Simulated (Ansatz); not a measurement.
# The HOMO–LUMO gap down a group: Si to Sn

Gas-phase molecules, one atom swapped for its congeners: SiH(SH)3; GeH(SH)3; SnH(SH)3. All are singlets with charge 0.

Shapes, held fixed at every level: PBE0-D4/def2-TZVP. Flexible molecules stand in one conformer, not always the lowest. Programs: Ansatz 0.2.0. Values in eV.

How should the HOMO–LUMO gap change along the series?

At wB97X-V/def2-TZVPP the HOMO–LUMO gap falls at every step, from 11.59 to 10.40 eV. Every level shows the same order. For atoms past krypton def2 sets carry core potentials with scalar relativity. Relativity is left out for Ge. Orbital gaps aren't excitation energies, and the LUMO depends on the basis.

```
                level  SiH(SH)3  GeH(SH)3  SnH(SH)3
     SPW92/def2-TZVPP      4.98      4.34      3.78
    PBE-D4/def2-TZVPP      5.05      4.46      3.91
 r2SCAN-D4/def2-TZVPP      5.65      4.99      4.39
   PBE0-D4/def2-TZVPP      7.17      6.62      6.01
r2SCAN0-D4/def2-TZVPP      7.55      6.94      6.30
   wB97M-V/def2-TZVPP     11.17     10.72     10.08
   wB97X-V/def2-TZVPP     11.59     11.08     10.40
```
